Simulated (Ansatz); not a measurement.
An input meant for [GaF4]- (GaF₄⁻) (charge -1, singlet; atoms displaced at random, 0.08 Å in each coordinate).

```yaml
crystal:
  periodic: [false, false, false]
  atoms:
    - {symbol: Xx, position_ang: [0.061564, -0.001986, -0.136410]}
    - {symbol: F, position_ang: [0.032359, -0.105883, 1.817723]}
    - {symbol: F, position_ang: [1.673635, 0.049834, -0.642092]}
    - {symbol: F, position_ang: [-0.755779, 1.421135, -0.373107]}
    - {symbol: F, position_ang: [-0.961355, -1.375143, -0.693868]}
basis:
  gaussian: {orbitals: cc-pVTZ}
total_charge: -1
magnetization: {spin_polarized: true, initial_magnetization: 0}
hamiltonian: {xc: {name: r2SCAN}, dispersion: d3bjatm}
scf: {omitted_lower_state_checks: [starts]}
output: {forces: true}
```

```sh
$ ansatz run in.yaml --threads 4 --pin off --events-out ev --progress --plain --max-ram 3916MiB
```

It prints (some lines left out):

```
Error: YAML parse error: error: line 4 column 16: `Xx` is not an element symbol (H … Og, case-exact)
 --> <input>:4:16
2 |   periodic: [false, false, false]
3 |   atoms:
4 |     - {symbol: Xx, position_ang: [0.061564, -0.001986, -0.136410]}
5 |     - {symbol: F, position_ang: [0.032359, -0.105883, 1.817723]}
6 |     - {symbol: F, position_ang: [1.673635, 0.049834, -0.642092]}
```

(1) Something in this input is off. What?

## Answers

(1) An element symbol is wrong. The program refused the input.
